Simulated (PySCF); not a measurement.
Polarisability of `C#C[C@@H]1CC[NH2+]C1`

C₆H₁₀N (charge +1).
Structure used (GFN2-xTB), in Å, numbered top down from 1:
```xyz
17
C6H10N angstrom
C      2.087    0.807    1.694
C      1.570    0.538    0.649
C      0.874    0.198   -0.583
C     -0.388    1.068   -0.761
C     -1.530    0.241   -0.149
N     -0.864   -0.965    0.420
C      0.297   -1.215   -0.471
H      2.584    1.061    2.584
H      1.564    0.297   -1.422
H     -0.266    2.027   -0.262
H     -0.574    1.261   -1.816
H     -2.071    0.777    0.629
H     -2.240   -0.076   -0.913
H     -1.497   -1.764    0.514
H     -0.484   -0.728    1.346
H      0.989   -1.934   -0.033
H     -0.057   -1.581   -1.436
```

Level: B3LYP/def2-SVPD (PySCF), static field, nuclei fixed, core orbitals frozen in the response. The polarisability tensor in these axes (au):

```
x   70.92  3.61  9.81
y    3.61 62.65  3.25
z    9.81  3.25 70.23
```

What are the eigenvalues, a third of the trace, and Δα (Δα² = ½Σ(αi − αj)² over the three pairs)?

Principal values 60.72, 61.45 and 81.63 au; mean 67.93 au = 10.07 Å³ = 11.20 × 10⁻⁴⁰ C²·m²/J; Δα = 20.56 au (30 % of the mean).

Give the eigenvalues of the traceless quadrupole moment Θ = ½Σq(3rr − r²1), origin at the centre of nuclear charge.

-6.50, -0.82, 7.31 D·Å. The values depend on the origin, since the species is charged. The electronic extent ⟨r²⟩ about the same centre is 705 bohr², a root-mean-square distance of 1.95 Å for the 52 electrons.

Along which axes do the principal values lie, and how far do the nuclei extend along each?

Largest value along (0.70, 0.25, 0.67), where the nuclei span 6.00 Å; middle along (-0.01, 0.94, -0.34), 3.82 Å; least along (0.72, -0.23, -0.66), 4.07 Å. The strongest response lies along the longest span, while the other two are in reverse order.

Rayleigh depolarisation ratio (linearly polarised light, static tensor)?

ρ = 3Δα²/(45ᾱ² + 4Δα²) = 1267.9/(207676 + 1690.6) = 0.00606.

In TDDFT the mean static polarisability is Σ f/ω² over all singlet excitations (ω in hartree). How much of it do the 8 lowest give? Their energies (eV) and oscillator strengths: 6.24, 0.0049; 6.49, 0.0276; 6.65, 0.0036; 6.91, 0.0127; 7.06, 0.0022; 7.45, 0.0107; 7.56, 0.0295; 7.87, 0.0155.

They add up to 1.58 au, 2.3 % of the 67.93 au; the largest single term is 0.49 au, from the state at 6.49 eV. Terms in order: 0.09, 0.49, 0.06, 0.20, 0.03, 0.14, 0.38, 0.19 au. Higher excitations give the rest. The strengths listed sum to 0.107.

One conformer (not necessarily the lowest) at the GFN2-xTB geometry, without solvent, vibrations or thermal averaging.
